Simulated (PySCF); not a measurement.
**Do core-level shifts follow atomic charges?**

Compound: C4H11GaS.
Numbering: `[CH2:1]=[CH:2][GaH2-:3][S+:4]([CH3:5])[CH3:6]`

Binding energies: delta-SCF UKS SCAN, pcX-2 on the ionised atom, pcseg-1 elsewhere, spin-free X2C (PySCF). Charges: PBE0/pcSseg-1 ground-state density, for the ionised atom.

```csv
atom,environment,C 1s (eV),Mulliken (e),IAO (e),Hirshfeld (e),ESP (e)
C2,alkene CH carbon,289.34,-0.565,-0.420,-0.178,-0.186
C1,terminal =CH2 carbon,289.89,-0.184,-0.283,-0.101,-0.373
C5,S-methyl carbon,291.65,-0.378,-0.501,-0.107,-0.450
```

Q: How well does each charge scheme correlate with the binding energies over these sites?

A: Hirshfeld: r = 0.63, slope 17.7 eV per e; Mulliken: r = 0.22, slope 1.4 eV per e; IAO: r = -0.63, slope -6.9 eV per e; ESP: r = -0.86, slope -7.7 eV per e. Hirshfeld charges have the highest r, on only 3 points.

Q: The point-charge model writes a binding energy as kq + V + constant, with V the potential of the other atoms' charges at the site. What does it give with the ESP charges?

A: V = Σ 14.40 eV Å × q/r over all other atoms: +0.66 eV at C2, +3.45 eV at C1, +6.73 eV at C5. Fitting binding energy − V to q gives k = 13.7 eV per e and leaves an rms residual of 0.19 eV, against 0.50 eV for the fit on q alone. The model has no term for differences in relaxation between sites.

Isolated species at its PBE0-D3(BJ)/def2-SVP geometry (one conformer only).

Conformer computed: `[CH2:1]=[CH:2][GaH2-:3][S+:4]([CH3:5])[CH3:6]`: C1–C2–Ga3–S4 -94°, C2–Ga3–S4–C5 56°.
